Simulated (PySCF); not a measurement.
Isomers of C10H16, one conformer each; single-point electronic energies without zero-point terms and without any empirical dispersion term.

Level: PBE0/pcSseg-1 in PySCF, non-relativistic, each on one gas-phase PBE0-D3(BJ)/def2-SVP geometry that isn't relaxed in the solvent. The solvent is an IEF-PCM continuum (cavity from Bondi-type radii × 1.2). The model holds no explicit solvent molecules, cavitation or dispersion.

| isomer | relative energy, gas (kcal/mol) | dipole (D) |
| --- | --- | --- |
| `C1C2CC3CC1CC(C2)C3` | 0.0 | 0.00 |
| `C1C[C@@H]2[C@@H]3CC[C@@H](C3)[C@@H]2C1` | 18.8 | 0.11 |
| `C=C(C)[C@@H]1CC=C(C)CC1` | 40.2 | 0.59 |

Problem. How do the relative energies look in chloroform (ε = 4.711)?

Solution. 
```csv
isomer,"relative energy, solvent (kcal/mol)",E(solvent) − E(gas) (kcal/mol),dipole in solvent (D)
`C1C2CC3CC1CC(C2)C3`,0.0,-0.4,0.00
`C1C[C@@H]2[C@@H]3CC[C@@H](C3)[C@@H]2C1`,18.7,-0.5,0.11
`C=C(C)[C@@H]1CC=C(C)CC1`,38.8,-1.8,0.80
```

The order is unchanged. Conformers: `[CH2:1]1[CH2:2][C@@H:3]2[C@@H:4]3[CH2:5][CH2:6][C@@H:7]([CH2:8]3)[C@@H:9]2[CH2:10]1` with C10–C1–C2–C3 31°, C1–C2–C3–C4 96°, C2–C3–C4–C5 -47°, C3–C4–C5–C6 -71°; `[CH2:1]=[C:2]([CH3:3])[C@@H:4]1[CH2:5][CH:6]=[C:7]([CH3:8])[CH2:9][CH2:10]1` with C1–C2–C4–C5 -111°, C2–C4–C5–C6 -172°, C4–C5–C6–C7 15°, C6–C7–C9–C10 14°, C7–C9–C10–C4 -46°. `C=C(C)[C@@H]1CC=C(C)CC1` gains most from the continuum, and it has the largest gas-phase dipole. The gains span 1.4 kcal/mol, the gas-phase energies 40.2 kcal/mol.
